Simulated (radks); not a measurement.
The rhenium ion Re+, 74 electrons, occupied as [Xe] 4f14 5d5 6s1 (the NIST ground configuration).

All-electron calculation, Dirac Kohn-Sham, PBEsol, spin-unpolarised, spherical densities, finite nucleus; open shells are shared between the two j in proportion to 2j + 1; Fermi nuclear charge, rms radius 5.3698 fm. Program: a radial shooting solver on a logarithmic mesh with Libxc functionals.

Energy parts (hartree):
| part | energy |
|---|---|
| total | -16709.7540 |
| kinetic | 18884.7647 |
| electron-nucleus | -41778.5881 |
| Hartree | 6511.8314 |
| exchange-correlation | -327.7619 |

Orbitals (lengths in bohr, moments of r in powers of bohr; <r^-3> diverges for s and p1/2; r(max) is where P^2 peaks):
orbital  occ.  eigenvalue (hartree)  <r^-3>   r(max)   <1/r>      <r>  small-component weight
1s1/2       2             -2628.087       -  0.01124   88.68  0.01805                8.01e-02
2s1/2       2             -455.6154       -  0.06475   21.63  0.07561                1.82e-02
2p1/2       2             -436.1129       -  0.04803   21.60  0.06247                1.83e-02
2p3/2       4             -383.2380   17100  0.05497   18.04  0.07055                1.65e-02
3s1/2       2             -105.6877       -   0.1823   7.938   0.1970                6.01e-03
3p1/2       2             -96.95338       -   0.1705   7.856   0.1870                5.96e-03
3p3/2       4             -85.47246    3889   0.1848   6.934   0.2019                5.43e-03
3d3/2       4             -70.75077   674.0   0.1445   6.830   0.1765                5.32e-03
3d5/2       6             -68.25761   570.4   0.1485   6.613   0.1811                5.17e-03
4s1/2       2             -22.26716       -   0.4132   3.342   0.4406                1.99e-03
4p1/2       2             -18.61991       -   0.4125   3.233   0.4451                1.90e-03
4p3/2       4             -15.93809   908.9   0.4424   2.911   0.4786                1.70e-03
4d3/2       4              -9.93840   138.7   0.4382   2.699   0.4935                1.50e-03
4d5/2       6              -9.44282   114.9   0.4476   2.622   0.5049                1.45e-03
4f5/2       6              -1.88911   21.58   0.4141   2.180   0.5762                1.05e-03
4f7/2       8              -1.79677   20.54   0.4190   2.148   0.5850                1.03e-03
5s1/2       2              -3.41146       -   0.9384   1.306    1.037                4.57e-04
5p1/2       2              -2.30756       -    1.003   1.177    1.137                3.79e-04
5p3/2       4              -1.90298   134.4    1.086   1.062    1.240                3.23e-04
5d3/2       2              -0.49814   9.950    1.392  0.7246    1.811                1.54e-04
5d5/2       3              -0.46391   7.917    1.437  0.6968    1.880                1.43e-04
6s1/2       1              -0.46764       -    2.476  0.4447    2.853                6.19e-05

The highest occupied level is 5d5/2 at -12.624 eV. The density falls to 0.001 e/bohr^3 at r = 4.23 bohr. For comparison, the ionisation energy in NIST's Atomic Spectra Database is 16.6 eV (semi-empirical). In exact Kohn-Sham theory the highest level is minus the ionisation energy, but local and semilocal functionals leave it too shallow, through self-interaction and a potential that decays too fast; potentials with the right tail come closer.

Beside tabulated values, note that spin-unpolarised runs miss the spin-polarisation part of the exchange energy of open shells.
